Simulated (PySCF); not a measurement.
**Electron correlation in Be (beryllium, neutral)**

[He] 2s2, closed-shell 1S. All numbers are calculated (PySCF 2.14, scalar relativity by spin-free X2C-1e, in Sapporo-DZP-2012 (4s2p, 10 functions)). Frozen: 1s2; 2 electrons correlated.

Total MP2 correlation energy: -22.79 mhartree.

Same-spin part 0.00 and opposite-spin part -22.79 mhartree; SCS-MP2 scales them by 1/3 and 6/5 to -27.34 mhartree.

With two correlated electrons CCSD is exact within the correlated space (frozen core and kept virtual orbitals).

```json
{"level": "CCSD", "correlation energy (mhartree)": "-44.51"}
```

Diagnostics: T1 = 0.018, D1 = 0.0258, largest double amplitude 0.184.

Q: Is a single reference adequate?

A: Not fully. A double-excitation amplitude exceeds 0.15, a sign of near-degeneracy.
